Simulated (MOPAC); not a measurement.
Input for MOPAC: AM1 on CH5BrO (a complex), monomers drawn apart or pushed together.

```
AM1 1SCF PRECISE CHARGE=0 THREADS=1
CH5BrO

O      0.34622330 1     0.03161449 1    -0.11398864 1
H     -0.02326593 1     0.55664892 1     0.60845326 1
H     -0.32053056 1     0.05273740 1    -0.80785887 1
C     -0.10396163 1    -1.46929420 1     3.23857831 1
Br    -0.98854482 1     0.26625906 1     3.50058546 1
H      0.76039857 1    -1.48914466 1     3.89243495 1
H      0.17844936 1    -1.52070646 1     2.19278379 1
H     -0.82127732 1    -2.23687384 1     3.50584874 1
```

The log:

```
*******************************************************************************
 **                                                                           **
 **                              MOPAC v23.2.5                                **
 **                                                                           **
 *******************************************************************************
 ** MOPAC's Digital Object Identifier: https://doi.org/10.5281/zenodo.6511958 **
 **                                                                           **
 ** Please cite the open-source release paper for use of this MOPAC version:  **
 ** J. E. Moussa and J. J. P. Stewart (2026)                                  **
 ** MOPAC: An open-source semiempirical molecular orbital program             **
 ** J. Open Source Softw., 11(119), 8025, https://doi.org/10.21105/joss.08025 **
 *******************************************************************************

                              AM1 CALCULATION RESULTS

 *******************************************************************************
 *  AM1        - The AM1 Hamiltonian to be used
 *
 *
 *
 *                 CHARGE ON SYSTEM = 0
 *
 *
 *
 *  PRECISE    - TIGHTER CRITERIA TO BE USED
 *  1SCF       - DO 1 SCF AND THEN STOP
 *  THREADS=1  - MULTI-THREADING NOT USED
 *  T=         - A TIME OF 172800.0 SECONDS REQUESTED
 *  DUMP=N     - RESTART FILE WRITTEN EVERY 7200.0 SECONDS REQUESTED
 *******************************************************************************
AM1 1SCF PRECISE CHARGE=0 THREADS=1
 CH5BrO

   ATOM   CHEMICAL          X               Y               Z
  NUMBER   SYMBOL      (ANGSTROMS)     (ANGSTROMS)     (ANGSTROMS)

     1       O          0.34622330  *   0.03161449  *  -0.11398864  *
     2       H         -0.02326593  *   0.55664892  *   0.60845326  *
     3       H         -0.32053056  *   0.05273740  *  -0.80785887  *
     4       C         -0.10396163  *  -1.46929420  *   3.23857831  *
     5      Br         -0.98854482  *   0.26625906  *   3.50058546  *
     6       H          0.76039857  *  -1.48914466  *   3.89243495  *
     7       H          0.17844936  *  -1.52070646  *   2.19278379  *
     8       H         -0.82127732  *  -2.23687384  *   3.50584874  *



          CARTESIAN COORDINATES

    NO.       ATOM           X           Y           Z

     1         O          0.3462      0.0316     -0.1140
     2         H         -0.0233      0.5566      0.6085
     3         H         -0.3205      0.0527     -0.8079
     4         C         -0.1040     -1.4693      3.2386
     5        Br         -0.9885      0.2663      3.5006
     6         H          0.7604     -1.4891      3.8924
     7         H          0.1784     -1.5207      2.1928
     8         H         -0.8213     -2.2369      3.5058

  H: (AM1): M.J.S. DEWAR ET AL, J. AM. CHEM. SOC. 107 3902-3909 (1985)
  C: (AM1): M.J.S. DEWAR ET AL, J. AM. CHEM. SOC. 107 3902-3909 (1985)
  O: (AM1): M.J.S. DEWAR ET AL, J. AM. CHEM. SOC. 107 3902-3909 (1985)
 Br: (AM1): M.J.S. DEWAR AND E. G. ZOEBISCH, THEOCHEM, 180, 1 (1988).

           Empirical Formula: C H5 O Br  =     8 atoms



      MOLECULAR POINT GROUP   :   C1


      RHF CALCULATION, NO. OF DOUBLY OCCUPIED LEVELS = 11


 -------------------------------------------------------------------------------
 AM1 1SCF PRECISE CHARGE=0 THREADS=1
 CH5BrO



     1SCF WAS SPECIFIED, SO BFGS WAS NOT USED
     SCF FIELD WAS ACHIEVED


                              AM1 CALCULATION
                                                       MOPAC v23.2.5 Linux




          FINAL HEAT OF FORMATION =        -65.14524 KCAL/MOL =    -272.56770 KJ/MOL


          COSMO AREA              =        114.41 SQUARE ANGSTROMS
          COSMO VOLUME            =         94.74 CUBIC ANGSTROMS

          IONIZATION POTENTIAL    =         10.910155 EV
          HOMO LUMO ENERGIES (EV) =        -10.910  0.635
          NO. OF FILLED LEVELS    =         11
          MOLECULAR WEIGHT        =        112.9539         POINT GROUP:  C1

          MOLECULAR DIMENSIONS (Angstroms)

            Atom       Atom       Distance
            H     6    H     3     5.06345
           Br     5    O     1     2.43068
            H     2    H     8     2.31890


          SCF CALCULATIONS        =          1





   ATOM   CHEMICAL          X               Y               Z
  NUMBER   SYMBOL      (ANGSTROMS)     (ANGSTROMS)     (ANGSTROMS)

     1       O          0.34622330  *   0.03161449  *  -0.11398864  *
     2       H         -0.02326593  *   0.55664892  *   0.60845326  *
     3       H         -0.32053056  *   0.05273740  *  -0.80785887  *
     4       C         -0.10396163  *  -1.46929420  *   3.23857831  *
     5      Br         -0.98854482  *   0.26625906  *   3.50058546  *
     6       H          0.76039857  *  -1.48914466  *   3.89243495  *
     7       H          0.17844936  *  -1.52070646  *   2.19278379  *
     8       H         -0.82127732  *  -2.23687384  *   3.50584874  *

                             CARTESIAN COORDINATES

   1    O        0.346223300     0.031614490    -0.113988640
   2    H       -0.023265930     0.556648920     0.608453260
   3    H       -0.320530560     0.052737400    -0.807858870
   4    C       -0.103961630    -1.469294200     3.238578310
   5   Br       -0.988544820     0.266259060     3.500585460
   6    H        0.760398570    -1.489144660     3.892434950
   7    H        0.178449360    -1.520706460     2.192783790
   8    H       -0.821277320    -2.236873840     3.505848740


           Empirical Formula: C H5 O Br  =     8 atoms



      MOLECULAR POINT GROUP   :   C1


                  EIGENVALUES
 -36.32289 -32.62644 -27.60543 -18.23693 -15.00298 -14.94600 -14.77974 -13.44862
 -12.43458 -10.93180 -10.91015   0.63497   3.89891   3.94721   4.29696   4.46457
   6.28456


              NET ATOMIC CHARGES AND DIPOLE CONTRIBUTIONS

  ATOM NO.   TYPE          CHARGE      No. of ELECS.   s-Pop       p-Pop
    1          O          -0.396302        6.3963     1.86141     4.53490
    2          H           0.200472        0.7995     0.79953
    3          H           0.194694        0.8053     0.80531
    4          C          -0.251577        4.2516     1.24645     3.00513
    5         Br          -0.081835        7.0818     1.97415     5.10768
    6          H           0.109035        0.8910     0.89096
    7          H           0.118866        0.8811     0.88113
    8          H           0.106647        0.8934     0.89335
 DIPOLE           X         Y         Z       TOTAL
 POINT-CHG.    -0.388    -0.598    -0.156     0.729
 HYBRID        -0.470    -0.056    -0.031     0.474
 SUM           -0.858    -0.654    -0.187     1.094


          ATOMIC ORBITAL ELECTRON POPULATIONS

     Atom    s        px        py        pz
    1  O   1.86141   1.45751   1.77164   1.30575
    2  H   0.79953
    3  H   0.80531
    4  C   1.24645   1.02247   0.91999   1.06267
    5 Br   1.97415   1.81763   1.30980   1.98024
    6  H   0.89096
    7  H   0.88113
    8  H   0.89335

 **********************
 *                    *
 * JOB ENDED NORMALLY *
 *                    *
 **********************




 == MOPAC DONE ==
```

The run finished.

Cost: very roughly 0.03 core-seconds.
